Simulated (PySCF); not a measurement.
Si(Cl)2(I)(OH) (Cl2HIOSi), SMILES [Si](I)(Cl)(Cl)O. Geometry: B3LYP-D3(BJ)/def2-SVP. The structure was generated by enumeration, and PubChem lists no compound with its InChIKey, so it may never have been made. The def2 effective core potentials stand for the cores of I; spin–orbit coupling is left out. The values are those of a single conformer.

Calculation: PySCF with B3LYP-D3(BJ)/def2-SVP.

Harmonic wavenumbers (cm⁻¹): 99, 135, 162, 203, 212, 280, 361, 534, 600, 797, 941, 3845. Rotational constants (GHz): 1.772, 0.7862, 0.6746; symmetry number 1.

Q: Work out the zero-point energy and the ideal-gas rigid-rotor harmonic-oscillator thermochemistry at 298.15 K and 1 atm.

A: ZPE = ½ Σ hcν = ½ × 8170 cm⁻¹ = 11.68 kcal/mol. H − E(el) = 16.81 kcal/mol. Entropy in cal/(mol K): translation 42.36, rotation 30.21, vibration 17.01, total 89.59. G − E(el) = -9.90 kcal/mol. Cp = 23.93 cal/(mol K). Modes under 150 cm⁻¹ make the vibrational entropy uncertain.
